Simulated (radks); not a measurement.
Q: These are the eigenvalues of the occupied orbitals of an atom or ion with whole-number occupations (hartree). Calculated with a radial shooting solver on a logarithmic mesh with Libxc functionals: scalar-relativistic Kohn-Sham, PBE, spin-polarised, spherical densities, finite nucleus; Fermi nuclear charge, rms radius of each element as measured or else 0.836 A^(1/3) + 0.57 fm.

orbital  eigenvalue
1s down   -2251.229
1s up     -2251.228
2s up     -382.4763
2s down   -382.4716
2p up     -337.2805
2p down   -337.2768
3s up     -87.29972
3s down   -87.24170
3p up     -73.67169
3p down   -73.61346
3d up     -57.05253
3d down   -57.00690
4s up     -18.24950
4s down   -18.13323
4p up     -13.75396
4p down   -13.64048
4d up      -7.83082
4d down    -7.71940
5s up      -2.85603
5s down    -2.77904
5p up      -1.74158
5p down    -1.66838
4f up      -1.29618
4f down    -1.18785
5d up      -0.47988
6s up      -0.45737
6s down    -0.42301

Which element is it, and in what charge state? The configuration may be excited. Open shells, if any, are filled with parallel spins first.

A: Z = 70, ytterbium, charge +1: Yb+ in [Xe] 4f11 5d2 6s2. The list shows which subshells hold electrons but not how many an open one holds; the 1s level, -2251.2 hartree, gives Z - s = 67.1 by -(Z - s)^2/2, which with screening and relativity narrows Z to a few neighbours, and the depths of the outer levels then fix element, charge and occupations together.
